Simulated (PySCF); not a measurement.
**Shieldings and the share of exact exchange**

Molecule: `[SiH3]C/C=C\Cl`, C3H7ClSi.

Geometry:
```csv
atom,x (Å),y (Å),z (Å)
Si1,-1.705,0.105,-0.250
C2,-0.183,-0.165,0.853
C3,1.031,0.464,0.266
C4,1.910,-0.124,-0.549
Cl5,1.786,-1.779,-1.039
H6,-2.908,-0.521,0.381
H7,-1.957,1.569,-0.414
H8,-1.477,-0.503,-1.594
H9,-0.044,-1.252,0.969
H10,-0.407,0.257,1.846
H11,1.218,1.521,0.486
H12,2.777,0.391,-0.968
```

GIAO shieldings (ppm, equivalent atoms averaged) in PySCF 2.14.0 with density-fitted response routines on the PBE0-D3(BJ)/def2-SVP geometry, basis pcSseg-2, gas phase, non-relativistic:

| functional | exact exchange (%) | σ(Si1) | σ(C2) | σ(Cl5) |
| --- | --- | --- | --- | --- |
| BLYP | 0 | 388.2 | 160.2 | 705.2 |
| BP86 | 0 | 398.4 | 165.1 | 717.7 |
| PBE | 0 | 400.4 | 165.3 | 718.3 |
| B3LYP | 20 | 398.6 | 165.8 | 735.9 |
| PBE0 | 25 | 412.8 | 171.8 | 755.1 |
| mPW1PW91 | 25 | 410.9 | 171.0 | 753.0 |
| HF | 100 | 443.9 | 182.8 | 835.4 |

(1) Fit each shielding as a line in the percentage of exact exchange.

(2) What does the line predict for BHandHLYP (50 %), and what does the run give?

Answers

(1) σ(Si1) = 395.8 + 0.49 x (rms 4.9 ppm); σ(C2) = 164.1 + 0.19 x (rms 2.2 ppm); σ(Cl5) = 716.2 + 1.22 x (rms 6.2 ppm). The functionals also differ in their semilocal parts, which the line can't hold; Hartree–Fock has no correlation at all.

(2) σ(Si1): 420.3 predicted, 414.3 computed; σ(C2): 173.6 predicted, 172.8 computed; σ(Cl5): 777.2 predicted, 776.1 computed ppm.
